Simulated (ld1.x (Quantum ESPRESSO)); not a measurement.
**Varying the TM semilocal potential for arsenic (As)**

Base potential:

```json
{
  "Element": "As (Z = 33)",
  "Generator": "ld1.x (Quantum ESPRESSO) 7.5",
  "Type": "norm-conserving Troullier–Martins (semilocal form)",
  "Functional": "PBEsol",
  "Relativity": "scalar-relativistic",
  "Frozen core": "[Ar] 3d10",
  "Valence charge": "5",
  "Reference configuration": "4s2 4p3",
  "Partial waves": "4s (bound): rc 1.65 bohr; 4p (bound): rc 1.70 bohr",
  "Local potential": "the p channel",
  "Core correction": "Bessel-smoothed model core inside 0.90 bohr"
}
```

Cutoffs, loose and tight: the cutoffs (Ry, on a coarse ladder) from which the occupation-weighted sum of valence levels, in a spherical-Bessel basis at the reference potential, stays within 10 and 1 mRy of its value at 400 Ry. They do not see the model core or the augmentation charge, which bear on the density cutoff. Test errors are all-electron minus pseudo excitation energies from the reference, over the configurations 4s2 4p2; 4s2 4p1; 4s2 4p0; 4s2 4p3.3; 4s1 4p0; 4s1 4p4; 4s0 4p5. A dash means not determined; rows that change the core or the reference have their own tests.

In the semilocal form every listed channel keeps its own potential, so the choice of the local channel does not act on these tests. It acts once the file is put into the separable form.

A semilocal file is local in each channel, so a ghost entry of none says nothing of the separable form that plane-wave codes build from it.

| change | outcome | cutoff, loose | cutoff, tight | bound ghosts | largest test error (meV) |
| --- | --- | --- | --- | --- | --- |
| base | generated | 35 Ry | 50 Ry | none | -359 |
| all radii but the core radius scaled by about 0.86 (s 1.42, p 1.46 bohr) | generated | 45 Ry | 90 Ry | none | -377 |
| type RRKJ, which also changes the form from semilocal to separable; local potential the s channel; rho0 0.01 | generated | 35 Ry | 50 Ry | none | -337 |
| wave 4p (bound): rc 1.70 bohr becomes 4p (bound): rc 2.48 bohr | generated | 35 Ry | 50 Ry | none | -459 |
| wave 4s (bound): rc 1.65 bohr becomes 4s (bound): rc 1.00 bohr | generated | 230 Ry | over 300 Ry | none | -175 |
| core correction Bessel-smoothed model core inside 0.96 bohr | generated | 35 Ry | 50 Ry | none | -359 |
| functional BP86 | generated | 35 Ry | 50 Ry | none | -350 |
| core correction Bessel-smoothed model core inside 1.06 bohr | generated | 35 Ry | 50 Ry | none | -359 |

(1) What comes out with this change to the base: core [Ne], valence charge 23; reference 3s2 3p6 3d10 4s2 4p2; waves now 3p (bound): rc 0.70 bohr; 3d (bound): rc 1.05 bohr; 3s (bound): rc 0.65 bohr; local potential the s channel; core correction none?

## Answers

(1) outcome: generated, misses its reference levels by 0.26 eV; cutoff, loose: over 300 Ry; cutoff, tight: over 300 Ry; bound ghosts: none; largest test error (meV): -587.
